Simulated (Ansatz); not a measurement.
Reaction (ligand exchange at the Si–S bond): `C[SiH2]S[SiH3]` + `C=N` → `C=N[SiH2]C` + `[SiH3]S`

Gas-phase electronic energies from Ansatz, PBE0-D4/def2-TZVP geometries. CCSD(T)/CBS is the MP2 limit (def2-TZVPP, def2-QZVPP) plus CCSD(T) − MP2 in def2-TZVPP, frozen cores. This one scheme is used for every species. Functionals use def2-TZVPP. Each species was taken in one conformer, which may not be the lowest.

`C[SiH2]S[SiH3]`:

```xyz
12

C     2.263    0.817    0.115
Si    0.509    0.310    0.482
S    -0.326   -0.490   -1.323
Si   -2.274   -0.952   -0.586
H     2.289    1.575   -0.670
H     2.852   -0.042   -0.213
H     2.730    1.232    1.012
H    -0.307    1.471    0.931
H     0.457   -0.724    1.551
H    -2.963    0.271   -0.101
H    -3.025   -1.535   -1.724
H    -2.204   -1.933    0.527
```

`C=N`:

```xyz
5

C    -0.170   -0.350    0.023
N     0.169    0.763    0.507
H     0.047   -0.682   -0.999
H    -0.723   -1.051    0.651
H     0.677    1.321   -0.181
```

`C=N[SiH2]C`:

Z-matrix (Å, degrees):
```
Si
N 1 1.747
C 1 1.862 2 108.8
H 1 1.497 2 110.9 3 121.9
H 1 1.486 2 106.9 3 -119.7
C 2 1.257 1 124.0 3 -122.3
H 3 1.093 1 110.6 2 -177.0
H 3 1.092 1 110.4 2 -57.0
H 3 1.092 1 110.8 2 63.0
H 6 1.097 2 120.4 1 179.6
H 6 1.103 2 124.2 1 -0.4
```

`[SiH3]S`:

Z-matrix (Å, degrees):
```
Si
S 1 2.137
H 1 1.485 2 111.6
H 1 1.485 2 111.6 3 -122.0
H 1 1.482 2 104.8 3 119.0
H 2 1.344 1 94.7 3 60.9
```

**Question.** Is it downhill or uphill in electronic energy at CCSD(T)/CBS, and by how much? (Best estimate.)

**Answer.** The calculation gave: Uphill: ΔE = +30.1 kJ/mol.

**Question.** What do these levels give: B97M-V, r2SCANh-D4, BHLYP-D4, CAM-B3LYP-D4, ωB97X-V, r2SCAN, r2SCANh, RPA@PBE/def2-TZVPP, CCSD(T)/def2-SVP, MP2/def2-TZVPP, SCS-MP2/def2-TZVPP, MP2/def2-QZVPP? (Estimate.)

**Answer.** Ansatz gave: B97M-V 27.1, r2SCANh-D4 29.7, BHLYP-D4 25.5, CAM-B3LYP-D4 21.0, ωB97X-V 27.5, r2SCAN 28.5, r2SCANh 28.7, RPA@PBE/def2-TZVPP 25.7, CCSD(T)/def2-SVP 28.1, MP2/def2-TZVPP 29.5, SCS-MP2/def2-TZVPP 25.8, MP2/def2-QZVPP 30.5 kJ/mol.

Largest T1 diagnostic among the species: 0.012.

The D4 term adds +5.9 kJ/mol with B3LYP and +3.3 kJ/mol with PBE0; it sums over pairs of atoms, weighted by their polarisabilities, and B3LYP, whose exchange is more repulsive, gets the larger term. Leaving LDA and LC-ωPBE aside and taking each functional with its dispersion term where it has one, the values, not all of them listed here, spread over 13.1 kJ/mol, from CAM-B3LYP-D4 to revPBE-D4. LDA lies −3.4 kJ/mol from PBE without D4. In def2-TZVPP, CCSD(T) changes the Hartree–Fock value by +11.6 kJ/mol (the triples alone add +2.1 kJ/mol) and MP2 by +13.3 kJ/mol.

B3LYP here is the variant with VWN-RPA as its local correlation; programs differ in this.
